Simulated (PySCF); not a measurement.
Electron correlation in Mo²⁺ (molybdenum, charge +2)

[Kr] 4d3 5p1, one real determinant (an excited configuration). Computed with PySCF 2.14 in def2-TZVPPD with the def2 core potential (28 electrons) (6s4p3d2f1g, 56 functions), with a scalar-relativistic core potential. Frozen: 4s2 4p6; 4 electrons correlated.

```json
{"level": "CCSD", "correlation energy (mhartree)": "-31.06"}
{"level": "(T)", "correlation energy (mhartree)": "-0.88"}
{"level": "CCSD(T)", "correlation energy (mhartree)": "-31.94"}
```

Diagnostics: T1 = 0.0061, D1 = 0.0162, largest double amplitude 0.098.

The real determinant used has ⟨L²⟩ near 14 against 20 for a pure G term, so it mixes terms.

Cost of the coupled-cluster step: roughly 3 core-seconds, for 4 correlated electrons.

The reference is one real determinant that mixes LS terms of this configuration.
